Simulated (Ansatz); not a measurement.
# Relative stability

The two ends of one reaction step of Si$_{4}$H$_{11}$OF, singlet (PBE0-D4/def2-TZVP).

A:

Si1  (-0.523, 1.611, 0.005)
Si2  (1.258, -2.328, 0.128)
Si3  (0.230, 0.807, -2.069)
Si4  (-1.557, 0.117, 1.507)
F5  (-1.666, 2.703, -0.312)
H6  (1.913, -1.125, 0.698)
O7  (0.771, 2.357, 0.689)
H8  (2.115, -2.910, -0.935)
H9  (1.031, -3.331, 1.199)
H10  (-0.052, -1.941, -0.461)
H11  (0.483, 1.960, -2.973)
H12  (1.485, 0.026, -1.917)
H13  (-0.810, -0.067, -2.675)
H14  (-0.567, -0.805, 2.126)
H15  (-2.200, 0.905, 2.596)
H16  (-2.599, -0.687, 0.816)
H17  (0.689, 2.707, 1.578)
(Å)

B:

```xyz
17
angstrom
Si -0.2440 0.3366 -0.1937
Si 1.2752 -1.3687 0.3309
Si -0.5458 0.4263 -2.5173
Si -2.2957 -0.1028 0.8540
F 0.2656 1.8088 0.3044
H 2.4819 0.9989 2.7003
O 2.5598 0.9821 1.7440
H 2.6233 -1.1446 -0.2420
H 1.3314 -1.6778 1.7809
H 0.6677 -2.5501 -0.3564
H -1.5040 1.5020 -2.8885
H 0.7440 0.6618 -3.2194
H -1.1008 -0.8853 -2.9496
H -2.7452 -1.4551 0.4250
H -2.1449 -0.0922 2.3344
H -3.3297 0.8949 0.4685
H 1.9612 1.6654 1.4246
```

Computed with Ansatz 0.2.0 (basis: def2-TZVPP); correlated methods freeze the cores. B3LYP uses VWN-RPA correlation.

(1) Which structure is lower at CCSD(T), and by how much? (Judge from chemistry; the value comes from the calculation.)

The T1 diagnostic stays at or below 0.014.

Results:

(1) The calculation gives: A, by 20.84 kcal/mol (electronic energy, against the other). By their contacts, A is a complex of Si₃H₇OF ([OH][Si]([F])([SiH3])[SiH3]) + SiH₄ and B is a complex of Si₄H₉F ([F][Si]([SiH3])([SiH3])[SiH3]) + H₂O.

All methods give the same order:

```csv
method,E(B) − E(A) (kcal/mol)
SPW92,16.58
PBE-D4,15.75
BLYP-D4,20.08
r2SCAN-D4,19.39
B97M-V,19.56
PBE0-D4,17.12
B3LYP-D4,20.92
r2SCAN0-D4,19.94
BHLYP-D4,22.61
CAM-B3LYP-D4,22.65
wB97X-V,20.96
wB97M-V,21.64
B2PLYP,21.50
PBE-QIDH,19.40
RPA on PBE,21.29
HF,26.30
MP2,21.69
CCSD,21.65
CCSD(T),20.84
```

Labels in which every atom is bracketed show which atoms are joined, not bond orders.

For scale, one of the runs: CCSD(T)/def2-TZVPP, 384 basis functions, launched by `ansatz run in.yaml --threads 4 --pin off --events-out ev --progress --plain --max-ram 41984MiB --backend cuda --devices 0, --max-vram 37GiB`. Time: 9.5 s of wall clock on 4 CPU threads of an AMD EPYC 7R13 and a share of one NVIDIA H100; the host was shared. Peak host memory: 0.95 GiB.
